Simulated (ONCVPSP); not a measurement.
Scattering properties, ONCV potential for fluorine (F)

- Element: fluorine (F)
- Generator: ONCVPSP 4.0.1
- Type: optimised norm-conserving Vanderbilt (ONCV)
- Functional: PBE
- Relativity: fully relativistic
- Frozen core: [He]
- Valence charge: 7
- Reference configuration: 2s2 2p5
- Partial waves: 2s: rc 0.65 bohr, ncon 3, nbas 6, qcut 7.9 1/bohr, 1 projector; 2p: rc 0.90 bohr, ncon 3, nbas 7, qcut 8.6 1/bohr, 1 projector; d scattering state at 0.12 Ha: rc 0.85 bohr, ncon 3, nbas 8, qcut 11.1 1/bohr, 2 projectors, debl 2.7 Ha
- Local potential: polynomial inside 0.40 bohr (lpopt 1, dvloc0 0 Ha)
- Core correction: none

Open shells are filled in proportion to 2j + 1.

The phase is arctan(r·R′/R) of the radial function R(r), unwrapped; energies in Ha, scanned from -3 to 5 Ha. A pole is an energy at which the radial function vanishes at the test radius. The pseudo phase is shifted by a multiple of π to meet the all-electron one at the reference energy, and phase errors are pseudo minus all-electron; the curves can meet again beyond the range given. Levels narrower than the energy grid can be missing from the lists of poles.

| channel | radius (bohr) | reference energy (Ha) | poles, all-electron | poles, pseudo | unbroken range about the reference energy with phases within 0.05 rad | phase error 1 Ha above the reference energy (rad) |
| --- | --- | --- | --- | --- | --- | --- |
| s | 0.66 | -1.10 | none | none | the whole range | -0.001 |
| p3/2 | 0.91 | -0.41 | 3.04 | 3.23 | the whole range | +0.002 |
| p1/2 | 0.91 | -0.41 | 3.03 | 3.22 | the whole range | +0.002 |
| d5/2 | 0.86 | 0.12 | none | none | the whole range | -0.000 |
| d3/2 | 0.86 | 0.12 | none | none | the whole range | -0.000 |

Phases in the d3/2 channel:

| E (Ha) | all-electron | pseudo |
| --- | --- | --- |
| -2.98 | 1.079 | 1.079 |
| -2.76 | 1.067 | 1.067 |
| -2.54 | 1.054 | 1.054 |
| -2.32 | 1.041 | 1.041 |
| -2.10 | 1.028 | 1.028 |
| -1.88 | 1.013 | 1.013 |
| -1.66 | 0.997 | 0.997 |
| -1.44 | 0.980 | 0.980 |
| -1.22 | 0.962 | 0.962 |
| -1.00 | 0.943 | 0.943 |
| -0.78 | 0.922 | 0.922 |
| -0.56 | 0.900 | 0.900 |
| -0.34 | 0.877 | 0.877 |
| -0.12 | 0.851 | 0.851 |
| 0.10 | 0.823 | 0.823 |
| 0.32 | 0.793 | 0.793 |
| 0.54 | 0.760 | 0.760 |
| 0.76 | 0.725 | 0.725 |
| 0.98 | 0.687 | 0.687 |
| 1.20 | 0.645 | 0.645 |
| 1.42 | 0.599 | 0.599 |
| 1.64 | 0.550 | 0.550 |
| 1.86 | 0.496 | 0.496 |
| 2.08 | 0.438 | 0.438 |
| 2.30 | 0.375 | 0.375 |
| 2.52 | 0.307 | 0.307 |
| 2.74 | 0.235 | 0.235 |
| 2.96 | 0.158 | 0.158 |
| 3.18 | 0.077 | 0.077 |
| 3.40 | -0.006 | -0.006 |
| 3.62 | -0.091 | -0.091 |
| 3.84 | -0.178 | -0.178 |
| 4.06 | -0.264 | -0.264 |
| 4.28 | -0.348 | -0.348 |
| 4.50 | -0.429 | -0.429 |
| 4.72 | -0.507 | -0.507 |
| 4.94 | -0.581 | -0.581 |
